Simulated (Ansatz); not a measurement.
**GaHCl (SMILES [Cl][GaH]): methods side by side**

GaHCl: 3 atoms, total charge 0, spin state doublet. SMILES: `[Cl][GaH]`. Geometry: relaxed at PBE0-D4/def2-TZVP.

```csv
atom,x (Å),y (Å),z (Å)
Cl,1.5307,-0.1913,0.8057
Ga,-0.3311,-0.5835,-0.2328
H,-1.2105,0.7100,-0.5863
```

Quantity: the energy change with the Ga2–H3 bond stretched from 1.604 to 3.207 Å, in eV. The values are calculated.

```json
{"level": "UHF/STO-3G", "kind": "Hartree–Fock", "program": "Ansatz", "value (eV)": "2.46", "CPU time (all runs)": "3.8 s"}
{"level": "UPBE/STO-3G", "kind": "GGA", "program": "Ansatz", "value (eV)": "3.62", "CPU time (all runs)": "46 s"}
{"level": "UB3LYP/STO-3G", "kind": "global hybrid", "program": "Ansatz", "value (eV)": "3.65", "CPU time (all runs)": "44 s"}
{"level": "UBHLYP/STO-3G", "kind": "global hybrid", "program": "Ansatz", "value (eV)": "3.39", "CPU time (all runs)": "47 s"}
{"level": "UPBE0/STO-3G", "kind": "global hybrid", "program": "Ansatz", "value (eV)": "3.55", "CPU time (all runs)": "51 s"}
{"level": "UHSE06/STO-3G", "kind": "range-separated hybrid", "program": "Ansatz", "value (eV)": "3.55", "CPU time (all runs)": "68 s"}
{"level": "UMP2/STO-3G", "kind": "perturbation theory", "program": "Ansatz", "value (eV)": "2.58", "CPU time (all runs)": "6.6 s"}
{"level": "UCCSD(T)/STO-3G", "kind": "coupled cluster or CI", "program": "Ansatz", "value (eV)": "2.75", "CPU time (all runs)": "8.9 s"}
```

All-electron rows without a relativistic Hamiltonian named are non-relativistic. The first shape isn't each level's own minimum. The values span 2.46 to 3.65 eV. Spin contamination of the reference (⟨S²⟩ at least 0.1 too high) touches UHF/STO-3G, UPBE/STO-3G, UB3LYP/STO-3G, UBHLYP/STO-3G, UPBE0/STO-3G, UHSE06/STO-3G, UMP2/STO-3G, UCCSD(T)/STO-3G. The coupled-cluster rows rest on a doubtful reference here (large T1 or Brueckner and Hartree–Fock orbitals at odds), and rows may lie in different states. All rows use very small basis sets, so none should be taken for the real molecule's value. In the correlated wave-function rows the outer d shell of Ga is correlated, in sets not made for it. Times are those of the runs behind each value, whatever else they computed, on shared processors of several kinds: orders of magnitude only.
